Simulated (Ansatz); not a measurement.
Cost and result for the atomization energy of Cl₂H₄SiSn (`[SiH3][SnH]([Cl])[Cl]`) (8 atoms, 7 bonds).

The species carries charge 0 and has multiplicity 1. Correlated methods include outer-core shells of Sn, which these sets cover unevenly. Sn takes the def2 core potential. All single points use the PBE0-D4/def2-TZVP geometry. Program: Ansatz. All runs use 4 threads of an Arm Neoverse V2 on a shared host. Times are those of one run each, without the atoms' runs, and a repeat can differ threefold. Electronic energies, without spin–orbit coupling; frozen cores. CCSD(T)/CBS adds CCSD(T) − MP2 in def2-TZVPP to the MP2 limit, and its time is that of the two runs behind it. T1 = 0.012. With those shells the extrapolation isn't a true limit. B3LYP takes the VWN-RPA correlation (the form of Gaussian; ORCA's B3LYP/G).

CCSD(T)/CBS is a level of theory with its own doubt, some kJ/mol a heavy atom from the limit and from the frozen cores, so smaller differences don't rank the functionals.

| level | functions | wall time |
| --- | --- | --- |
| LDA (SPW92)/def2-TZVPP | 232 | 1.1 s |
| revPBE-D4/def2-TZVPP | 232 | 1.9 s |
| BLYP-D4/def2-TZVPP | 232 | 1.9 s |
| PBE0-D4/def2-TZVPP | 232 | 3.1 s |
| CCSD(T)/def2-SVP | 100 | 3.5 s |
| r2SCAN-D4/def2-TZVPP (with forces) | 232 | 4.7 s |
| B3LYP-D4/def2-TZVPP (with forces) | 232 | 4.8 s |
| r2SCANh-D4/def2-TZVPP | 232 | 5.5 s |
| B2PLYP/def2-TZVPP | 232 | 5.5 s |
| PBE-QIDH/def2-TZVPP | 232 | 5.5 s |
| MP2/def2-QZVPP | 412 | 14 s |
| CCSD(T)/def2-TZVPP | 232 | 2 min |
| CCSD(T)/CBS(def2) | – | 2.3 min |

Q: What atomization energy does each give, and how far from CCSD(T)/CBS? (An estimate is asked.)

A: The calculation gave: 
```tsv
level	atomization (kcal/mol)	difference from CCSD(T)/CBS	per bond
LDA (SPW92)/def2-TZVPP	570.6	55.8	8.0
revPBE-D4/def2-TZVPP	495.4	-19.4	-2.8
BLYP-D4/def2-TZVPP	498.1	-16.7	-2.4
PBE0-D4/def2-TZVPP	504.2	-10.6	-1.5
CCSD(T)/def2-SVP	466.2	-48.6	-6.9
r2SCAN-D4/def2-TZVPP (with forces)	511.0	-3.8	-0.6
B3LYP-D4/def2-TZVPP (with forces)	504.1	-10.7	-1.5
r2SCANh-D4/def2-TZVPP	508.6	-6.2	-0.9
B2PLYP/def2-TZVPP	497.0	-17.8	-2.5
PBE-QIDH/def2-TZVPP	503.5	-11.3	-1.6
MP2/def2-QZVPP	506.5	-8.3	-1.2
CCSD(T)/def2-TZVPP	496.0	-18.8	-2.7
CCSD(T)/CBS(def2)	514.8	0.0	0.0
```

Leaving LDA and LC-ωPBE aside and taking each functional with its dispersion term where it has one, the values, not all of them listed here, spread over 25.7 kcal/mol, from revPBE-D4 to B97M-V. LDA lies +69.9 kcal/mol from PBE without D4, its usual overbinding. From r2SCAN to r2SCAN0 (25 % exact exchange), in def2-TZVPP and without D4, the atomization energy moves by −5.9 kcal/mol: exact exchange takes away binding that semilocal exchange gives to molecules. At CCSD(T), def2-SVP lies −48.6 kcal/mol from the extrapolated value and def2-TZVPP −18.9 kcal/mol: correlation converges slowly with the basis, and small sets miss more of it in the bonded molecule than in its fragments.

Spin–orbit coupling would lower the free Sn atoms strongly, and the atomization energy with them, by more than many differences here. For some Ge, Se and Sn compounds the MP2-based and the directly extrapolated limit differ by 10 to 25 kJ/mol.
